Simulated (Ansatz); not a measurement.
The same molecule with X = F, Cl, Br, I. Ansatz, PBE0-D4/def2-TZVP geometries, multiplicity 1.

Elements past krypton have def2 core potentials. Outer-core shells of Br, Ge, I are correlated without core-valence functions. Scalar relativity is left out up to krypton. Spin–orbit coupling is left out.

```json
{"X": "F", "molecule": "`[F][GeH3]`", "vertical ionisation energy (CCSD(T)/def2-TZVPP) / eV": "12.61", "mean X–Ge bond length / Å": "1.742", "HOMO energy (PBE/def2-TZVPP) / eV": "-8.14", "HOMO energy (PBE0/def2-TZVPP) / eV": "-9.69", "ideal-gas entropy at 298 K and 1 bar (rigid rotor, harmonic PBE0-D4/def2-TZVP) / J/(mol·K)": "252"}
{"X": "Cl", "molecule": "`[Cl][GeH3]`", "vertical ionisation energy (CCSD(T)/def2-TZVPP) / eV": "11.37", "mean X–Ge bond length / Å": "2.155", "HOMO energy (PBE/def2-TZVPP) / eV": "-7.39", "HOMO energy (PBE0/def2-TZVPP) / eV": "-8.78", "ideal-gas entropy at 298 K and 1 bar (rigid rotor, harmonic PBE0-D4/def2-TZVP) / J/(mol·K)": "264"}
{"X": "I", "molecule": "`[GeH3][I]`", "vertical ionisation energy (CCSD(T)/def2-TZVPP) / eV": "9.79", "mean X–Ge bond length / Å": "2.514", "HOMO energy (PBE/def2-TZVPP) / eV": "-6.45", "HOMO energy (PBE0/def2-TZVPP) / eV": "-7.59", "ideal-gas entropy at 298 K and 1 bar (rigid rotor, harmonic PBE0-D4/def2-TZVP) / J/(mol·K)": "284"}
```

(1) Give the row for X = Br, `[GeH3][Br]`. (Estimate.)

Answers

(1) Ansatz gave: 
| X | molecule | vertical ionisation energy (CCSD(T)/def2-TZVPP) / eV | mean X–Ge bond length / Å | HOMO energy (PBE/def2-TZVPP) / eV | HOMO energy (PBE0/def2-TZVPP) / eV | ideal-gas entropy at 298 K and 1 bar (rigid rotor, harmonic PBE0-D4/def2-TZVP) / J/(mol·K) |
| --- | --- | --- | --- | --- | --- | --- |
| Br | `[GeH3][Br]` | 10.70 | 2.309 | -6.99 | -8.26 | 276 |

From F to I the vertical ionisation energy (CCSD(T)/def2-TZVPP) falls at each step, by 2.82 eV in all; the mean X–Ge bond length rises at each step, by 0.772 Å in all; the HOMO energy (PBE/def2-TZVPP) rises at each step, by 1.69 eV in all; the HOMO energy (PBE0/def2-TZVPP) rises at each step, by 2.10 eV in all; the ideal-gas entropy at 298 K and 1 bar (rigid rotor, harmonic PBE0-D4/def2-TZVP) rises at each step, by 32 J/(mol·K) in all. Bonds lengthen as the atom grows down the group.
